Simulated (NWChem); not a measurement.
C$_{4}$H$_{3}$FS; SMILES c1(F)cscc1

### Question
Give the equilibrium geometry at PBE0/def2-SVP (NWChem) as a list of bonds and angles, with the point group.

### Answer
point group Cs; any orientation.
Bond lengths (Å): F1–C2 1.327, C2–C3 1.421, C2–C6 1.368, C3–C4 1.369, C3–H7 1.090, C4–S5 1.717, C4–H8 1.089, S5–C6 1.717, C6–H9 1.088. Bond angles (°): F1–C2–C3 122.1, F1–C2–C6 123.6, C3–C2–C6 114.3, C2–C3–C4 111.1, C2–C3–H7 123.7, C4–C3–H7 125.2, C3–C4–S5 112.1, C3–C4–H8 127.9, S5–C4–H8 120.1, C4–S5–C6 92.3, C2–C6–S5 110.2, C2–C6–H9 127.7, S5–C6–H9 122.1.
